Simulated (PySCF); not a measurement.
BrGe, SMILES [Ge][Br] (connectivity only; charge and spin as stated), charge +1, multiplicity 1. Coordinates come from a B3LYP-D3(BJ)/def2-TZVP optimisation. The spin state was assumed, not searched.

TDA-PBE0/def2-TZVPD run with PySCF puts the lowest singlet excitations at 4.37, 4.53, 4.53, 4.83, 4.83, 6.03 eV.

Q: What are the lowest excitation roots from ADC(2)/aug-cc-pVDZ (PySCF)? (An estimate is asked for; the answer gives what the named calculation found.)

A: 4.51, 4.51, 4.53, 4.78, 4.78, 5.12 eV. S1 differs by 0.14 eV (second minus first; roots are paired by order, and the bases may differ).
